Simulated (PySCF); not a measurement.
## NMR data sheet: C6H9FSi2

```
Formula                               : C6H9FSi2
SMILES                                : C#C[C@@H]1[SiH2]C=C[SiH2][C@@H]1F
Point group of the computed structure : C1
Degrees of unsaturation               : 4
Carbon signals                        : 6
Proton signals                        : 9
```

Bonds (- single, = double, # triple, : aromatic): C1#C2, C2-C3, C3-Si4, Si4-C5, C5=C6, C6-Si7, Si7-C8, C8-F9, C8-C3. C1 carries H10; C3 carries H11; Si4 carries H12, H13; C5 carries H14; C6 carries H15; Si7 carries H16, H17; C8 carries H18. Stereochemistry as in C#C[C@@H]1[SiH2]C=C[SiH2][C@@H]1F. H13, H16 are cis to C2 on the ring; H12, H17 are trans to C2 on the ring.

Method: shielding tensors at PBE0/pcSseg-1 (GIAO), coordinates at the GFN2-xTB level, in PySCF 2.14 (a single conformation, non-relativistic, in vacuum).

Shifts are taken against calculated references (same method and geometry level): $^{1}$H (σref 31.72), $^{13}$C (σref 186.93), $^{29}$Si (σref 349.16) vs TMS; $^{19}$F (σref 170.95) vs CFCl3.

| carbon | δC, type | δH (multiplicity) | HMBC from (2–3 bonds) | span of the C tensor (ppm) |
| --- | --- | --- | --- | --- |
| C1 | 77.0, CH | 1.70 (d) | H11 | 211 |
| C2 | 89.3, C | – | H18, H13, H12, H11, H10 | 306 |
| C3 | 20.8, CH | 2.22 (m) | H14, H18, H13, H16, H12, H17, H10 | 19 |
| C5 | 156.6, CH | 7.41 (m) | H15, H13, H16, H12, H17, H11 | 260 |
| C6 | 149.5, CH | 7.18 (m) | H14, H18, H13, H16, H12, H17 | 258 |
| C8 | 91.5, CH | 5.55 (m) | H15, H13, H16, H12, H17, H11 | 97 |

Other nuclei:
```csv
atoms,nucleus,environment,δ (ppm),σ (ppm)
H13,$^{1}$H,"hydrogen on a silicon bonded to 2 C, in a 6-membered ring",4.70,27.02
H16,$^{1}$H,"hydrogen on a silicon bonded to 2 C, in a 6-membered ring",4.42,27.29
H12,$^{1}$H,"hydrogen on a silicon bonded to 2 C, in a 6-membered ring",4.40,27.32
H17,$^{1}$H,"hydrogen on a silicon bonded to 2 C, in a 6-membered ring",4.38,27.34
F9,$^{19}$F,fluorine on an sp3 carbon,-243.9,414.8
Si4,$^{29}$Si,"silicon bonded to 2 C, 2 H, in a 6-membered ring",-54.9,404.0
Si7,$^{29}$Si,"silicon bonded to 2 C, 2 H, in a 6-membered ring",-57.4,406.6
```

Carbon types of the structure: 1 × C, 5 × CH, leaving 4 H on heteroatoms. δC 156.6, 149.5: alkene CH; the olefinic region. δC 91.5: sp3 CH bonded to F and Si; deshielded by the electronegative neighbour. δC 89.3: alkyne carbon; the triple bond shields along its axis, which puts it between sp3 and sp2 carbons. δC 77.0: terminal alkyne carbon; sp carbons lie upfield of alkene carbons because the cylindrical π system leaves one tensor component strongly shielded. δH 5.55: hydrogen on an sp3 CH bonded to F and Si; its carbon carries F, which withdraws density.

Splittings by $^{19}$F in the carbon and heteronuclear signals aren't shown, as no couplings were computed. Shifts are as computed. Against solution values, carbons near 30 ppm lie about +3 ppm off and those near 130 ppm about +5 ppm. Of 1309 compounds with measured shifts, 239 miss one by over three times the rms of a fit or turn the order of signals round; such compounds aren't used in these exercises. Unscaled 19F shifts against computed CFCl3 carry errors that often reach 10 to 50 ppm. No couplings were computed; multiplicities are counted from neighbouring protons, with m where these are inequivalent, close in shift, in a saturated or five-membered ring or joined by F or P, and br s for small geminal =CH2 splittings.
